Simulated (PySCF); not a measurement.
C8H12, charge +1, doublet, geometry from GFN2-xTB (a state made from the parent by changing its charge; the spin is typed, not shown lowest), with bond 13-4 at 3.0 times its length; PySCF with HF/STO-3G.

PySCF was given this input:
```python
from pyscf import gto, scf

mol = gto.M(
    atom='''
C    -0.650118   -1.719502   -0.138704
C     0.699814   -1.664786   -0.132598
C     1.518393   -0.527560   -0.587468
C     1.514462    0.524312    0.600382
C     0.702224    1.663284    0.138568
C    -0.647591    1.720892    0.133179
C    -1.559162    0.611013    0.489579
C    -1.556242   -0.607677   -0.502844
H    -1.121948   -2.637151    0.186420
H     1.246164   -2.484115    0.318688
H     1.119944   -0.066997   -1.491422
H     2.547913   -0.827088   -0.771930
H     4.600114    1.416285    1.180054
H     1.107344    0.064612    1.500906
H     1.254151    2.481437   -0.308042
H    -1.114669    2.639546   -0.195943
H    -1.284614    0.218563    1.472581
H    -2.579019    0.987743    0.536796
H    -1.272493   -0.215824   -1.483469
H    -2.576464   -0.982222   -0.558747
''',
    basis='sto-3g',
    charge=1,
    spin=1,
    verbose=4,
)

mf = scf.UHF(mol)
mf.kernel()
mo_i, mo_e, stable_i, stable_e = mf.stability(internal=True, external=True, return_status=True, nroots=6, tol=1e-6)
print('internally stable:', stable_i, ' externally stable:', stable_e)
if not stable_i:
    umf = mf.copy()
    umf.scf_summary = {}
    umf.kernel(umf.make_rdm1(mo_i, mf.mo_occ))
mf.analyze()
```

It wrote (shortened):

```
PySCF version 2.14.0

[INPUT] verbose = 4
[INPUT] num. atoms = 20
[INPUT] num. electrons = 59
[INPUT] charge = 1
[INPUT] spin (= nelec alpha-beta = 2S) = 1
[INPUT] symmetry False subgroup None
[INPUT] Mole.unit = angstrom
[INPUT] Symbol           X                Y                Z      unit          X                Y                Z       unit  Magmom
[...]
nuclear repulsion = 363.667737912351
number of shells = 36
number of NR pGTOs = 156
number of NR cGTOs = 52
basis = sto-3g
ecp = {}

******** <class 'pyscf.scf.uhf.UHF'> ********
method = UHF
initial guess = minao
damping factor = 0
level_shift factor = 0
DIIS = <class 'pyscf.scf.diis.CDIIS'>
diis_start_cycle = 1
diis_space = 8
diis_damp = 0
SCF conv_tol = 1e-09
SCF conv_tol_grad = None
SCF max_cycles = 50
direct_scf = True
direct_scf_tol = 1e-13
number electrons alpha = 30  beta = 29
Set gradient conv threshold to 3.16228e-05
init E= -307.785965263147

cycle= 1 E= -305.645843818247  delta_E= 2.14  |g|= 0.299  |ddm|= 3.93
cycle= 2 E= -305.724272799647  delta_E= -0.0784  |g|= 0.108  |ddm|= 0.579
cycle= 3 E= -305.73514002322  delta_E= -0.0109  |g|= 0.0588  |ddm|= 0.24
cycle= 4 E= -305.738253975125  delta_E= -0.00311  |g|= 0.0144  |ddm|= 0.0958
cycle= 5 E= -305.738666331526  delta_E= -0.000412  |g|= 0.00684  |ddm|= 0.039
cycle= 6 E= -305.738803236986  delta_E= -0.000137  |g|= 0.00292  |ddm|= 0.0282
cycle= 7 E= -305.738826070276  delta_E= -2.28e-05  |g|= 0.00149  |ddm|= 0.0115
cycle= 8 E= -305.738836984972  delta_E= -1.09e-05  |g|= 0.00152  |ddm|= 0.00614
cycle= 9 E= -305.738834445579  delta_E= 2.54e-06  |g|= 0.00149  |ddm|= 0.00138
cycle= 10 E= -305.738811904903  delta_E= 2.25e-05  |g|= 0.000974  |ddm|= 0.0169
cycle= 11 E= -305.738806084964  delta_E= 5.82e-06  |g|= 0.000451  |ddm|= 0.0129
cycle= 12 E= -305.738805874164  delta_E= 2.11e-07  |g|= 0.000193  |ddm|= 0.00466
cycle= 13 E= -305.738805962426  delta_E= -8.83e-08  |g|= 0.000106  |ddm|= 0.0014
cycle= 14 E= -305.738806005744  delta_E= -4.33e-08  |g|= 9.66e-05  |ddm|= 0.000407
cycle= 15 E= -305.738806033751  delta_E= -2.8e-08  |g|= 9.61e-05  |ddm|= 0.00024
cycle= 16 E= -305.738806043482  delta_E= -9.73e-09  |g|= 9.63e-05  |ddm|= 8.35e-05
cycle= 17 E= -305.73880602802  delta_E= 1.55e-08  |g|= 9.57e-05  |ddm|= 0.000142
cycle= 18 E= -305.738805923389  delta_E= 1.05e-07  |g|= 9.22e-05  |ddm|= 0.000937
cycle= 19 E= -305.738805744551  delta_E= 1.79e-07  |g|= 8.4e-05  |ddm|= 0.00181
cycle= 20 E= -305.738805520943  delta_E= 2.24e-07  |g|= 7.53e-05  |ddm|= 0.00288
cycle= 21 E= -305.73880550685  delta_E= 1.41e-08  |g|= 7.59e-05  |ddm|= 0.000312
cycle= 22 E= -305.738805400214  delta_E= 1.07e-07  |g|= 7.02e-05  |ddm|= 0.00131
cycle= 23 E= -305.738805185981  delta_E= 2.14e-07  |g|= 5.45e-05  |ddm|= 0.00329
cycle= 24 E= -305.738805008698  delta_E= 1.77e-07  |g|= 3.9e-05  |ddm|= 0.00455
cycle= 25 E= -305.738804978645  delta_E= 3.01e-08  |g|= 3.48e-05  |ddm|= 0.00177
cycle= 26 E= -305.738804979081  delta_E= -4.37e-10  |g|= 3.59e-05  |ddm|= 0.000262
cycle= 27 E= -305.738804973149  delta_E= 5.93e-09  |g|= 3.29e-05  |ddm|= 0.000186
cycle= 28 E= -305.738804960256  delta_E= 1.29e-08  |g|= 2.35e-05  |ddm|= 0.000578
cycle= 29 E= -305.738804952606  delta_E= 7.65e-09  |g|= 1.32e-05  |ddm|= 0.000983
cycle= 30 E= -305.738804951814  delta_E= 7.92e-10  |g|= 7.1e-06  |ddm|= 0.000378
Extra cycle  E= -305.738804951936  delta_E= -1.22e-10  |g|= 5.27e-06  |ddm|= 1.75e-05
converged SCF energy = -305.738804951936  <S^2> = 0.75013783  2S+1 = 2.0001378
uhf_internal: lowest eigs of H = [-0.11749863 -0.08118308 -0.01460853  0.18629109  0.22996574  0.28847782]
<class 'pyscf.scf.uhf.UHF'> wavefunction has an internal instability
uhf_real2complex: lowest eigs of H = [0.07988805 0.08128668 0.13350511 0.1356565  0.18435752 0.18598997]
<class 'pyscf.scf.uhf.UHF'> wavefunction is stable in the real -> complex stability analysis
uhf_external: lowest eigs of H = [-5.87518986e-02 -4.05917750e-02 -7.31403589e-03  1.84544152e-07
  8.05717092e-02  9.31522016e-02]
[...]
<class 'pyscf.scf.uhf.UHF'> wavefunction has an UHF/UKS -> GHF/GKS instability
internally stable: False  externally stable: False
converged SCF energy = -305.760152050522  <S^2> = 1.757354  2S+1 = 2.8336224
Total Energy =                        -305.738804951935776
[...]
spin_pop of  1 C 1s        0.00000
spin_pop of  1 C 2s       -0.00054
spin_pop of  1 C 2px      -0.00035
spin_pop of  1 C 2py      -0.00179
spin_pop of  1 C 2pz      -0.00447
spin_pop of  2 C 1s        0.00000
spin_pop of  2 C 2s       -0.00011
spin_pop of  2 C 2px      -0.00007
spin_pop of  2 C 2py      -0.00092
spin_pop of  2 C 2pz      -0.00053
spin_pop of  3 C 1s       -0.00000
spin_pop of  3 C 2s        0.00160
spin_pop of  3 C 2px       0.00635
spin_pop of  3 C 2py      -0.00005
spin_pop of  3 C 2pz       0.00012
spin_pop of  4 C 1s        0.00000
spin_pop of  4 C 2s       -0.00058
spin_pop of  4 C 2px      -0.00043
spin_pop of  4 C 2py      -0.00145
spin_pop of  4 C 2pz      -0.00446
spin_pop of  5 C 1s       -0.00000
spin_pop of  5 C 2s        0.00045
spin_pop of  5 C 2px       0.00040
spin_pop of  5 C 2py       0.00046
spin_pop of  5 C 2pz       0.00324
spin_pop of  6 C 1s        0.00000
spin_pop of  6 C 2s       -0.00003
spin_pop of  6 C 2px      -0.00010
spin_pop of  6 C 2py      -0.00004
spin_pop of  6 C 2pz      -0.00020
spin_pop of  7 C 1s        0.00000
spin_pop of  7 C 2s       -0.00005
spin_pop of  7 C 2px      -0.00011
spin_pop of  7 C 2py      -0.00007
spin_pop of  7 C 2pz      -0.00017
spin_pop of  8 H 1s       -0.00028
spin_pop of  9 H 1s        0.00039
spin_pop of  10 H 1s       -0.00002
spin_pop of  11 H 1s        0.00030
spin_pop of  12 H 1s        0.99887
spin_pop of  13 H 1s       -0.00023
spin_pop of  14 H 1s        0.00035
spin_pop of  15 H 1s       -0.00026
spin_pop of  16 H 1s        0.00006
spin_pop of  17 H 1s        0.00000
spin_pop of  18 H 1s        0.00004
spin_pop of  19 H 1s        0.00002
 ** Mulliken Spin Density (per atom)  **
spin density of  0 C =      0.00467
spin density of  1 C =     -0.00715
spin density of  2 C =     -0.00163
spin density of  3 C =      0.00802
spin density of  4 C =     -0.00692
spin density of  5 C =      0.00454
spin density of  6 C =     -0.00038
spin density of  7 C =     -0.00040
spin density of  8 H =     -0.00028
spin density of  9 H =      0.00039
spin density of  10 H =     -0.00002
spin density of  11 H =      0.00030
spin density of  12 H =      0.99887
spin density of  13 H =     -0.00023
spin density of  14 H =      0.00035
spin density of  15 H =     -0.00026
spin density of  16 H =      0.00006
spin density of  17 H =      0.00000
spin density of  18 H =      0.00004
spin density of  19 H =      0.00002
 ** Mulliken pop alpha/beta on meta-lowdin orthogonal AOs **
 ** Mulliken pop       alpha | beta **
In total            30.00000 | 29.00000
 ** Mulliken atomic charges   ( Nelec_alpha | Nelec_beta ) **
charge of  0C =      0.03960  (     2.98254      2.97787 )
charge of  1C =     -0.05113  (     3.02199      3.02914 )
charge of  2C =     -0.01682  (     3.00759      3.00922 )
charge of  3C =      0.29988  (     2.85407      2.84605 )
charge of  4C =     -0.08117  (     3.03713      3.04404 )
charge of  5C =      0.06987  (     2.96734      2.96279 )
charge of  6C =     -0.05701  (     3.02832      3.02869 )
charge of  7C =     -0.05232  (     3.02596      3.02636 )
charge of  8H =      0.07364  (     0.46304      0.46332 )
charge of  9H =      0.06450  (     0.46795      0.46756 )
charge of  10H =      0.08563  (     0.45718      0.45719 )
charge of  11H =      0.08843  (     0.45594      0.45563 )
charge of  12H =      0.00093  (     0.99897      0.00010 )
charge of  13H =      0.11355  (     0.44311      0.44334 )
charge of  14H =      0.09122  (     0.45457      0.45422 )
charge of  15H =      0.08715  (     0.45629      0.45656 )
charge of  16H =      0.05140  (     0.47433      0.47427 )
charge of  17H =      0.07062  (     0.46469      0.46469 )
charge of  18H =      0.05423  (     0.47290      0.47287 )
charge of  19H =      0.06782  (     0.46610      0.46608 )

WARN: System has nonzero charge 1; the dipole moment is origin-dependent.
Location of origin: [0. 0. 0.]

Dipole moment(X, Y, Z, Debye):  2.23195,  1.29312,  0.96335
```
